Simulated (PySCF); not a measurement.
Stepwise substitution at one centre (Ge F-H). Gas-phase values, no solvent. Strings in code marks are SMILES.

Calculation: r2SCAN-D4/def2-TZVP in PySCF. Excitations are Tamm–Dancoff values on a coarser integration grid. The basis has no diffuse functions, so Rydberg states are missing or too high.

```json
[
 {"species": "0 of 4 F replaced by H (`[F][Ge]([F])([F])[F]`)", "brightest of the four lowest singlets (TDA) (eV)": "–", "HOMO (eV)": "-11.05"},
 {"species": "1 of 4 F replaced by H (`[F][GeH]([F])[F]`)", "brightest of the four lowest singlets (TDA) (eV)": "9.49", "HOMO (eV)": "-10.06"},
 {"species": "3 of 4 F replaced by H (`[F][GeH3]`)", "brightest of the four lowest singlets (TDA) (eV)": "9.28", "HOMO (eV)": "[?]"},
 {"species": "4 of 4 F replaced by H (`[GeH4]`)", "brightest of the four lowest singlets (TDA) (eV)": "–", "HOMO (eV)": "-8.71"}
]
```

Question: Fill in the missing entries.

Answer: 
- 3 of 4 F replaced by H (`[F][GeH3]`), HOMO (eV): -8.56
